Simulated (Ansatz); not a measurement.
```json
{"atom": "Sc", "x (Å)": "0.0000", "y (Å)": "0.0000", "z (Å)": "0.0000"}
{"atom": "H", "x (Å)": "0.0000", "y (Å)": "1.7220", "z (Å)": "0.8030"}
{"atom": "H", "x (Å)": "0.0000", "y (Å)": "-1.7220", "z (Å)": "0.8030"}
```

Basis set: pcseg-2 (spherical functions). Charge 0, multiplicity 2.

Computed with Ansatz (development build ahead of 0.2.0); each method stands on the lowest determinant of its kind that the runs found. Restricted functionals stand beside restricted open-shell atoms, which can lie above the unrestricted atoms usual in DFT and then raise those values.

Question: Give the atomization energy at this shape (free ground-state atoms in the same class of orbitals less the molecule, no zero-point energy) of doublet ScH₂ by r²SCAN (restricted open-shell), PBE0 (unrestricted).

Answer:

```
                        method  atomization energy
r²SCAN (restricted open-shell)             5.69 eV
           PBE0 (unrestricted)             5.17 eV
```

Caution for PBE0 (unrestricted): a free atom is spin contaminated.

The shape needn't be a minimum at these levels.
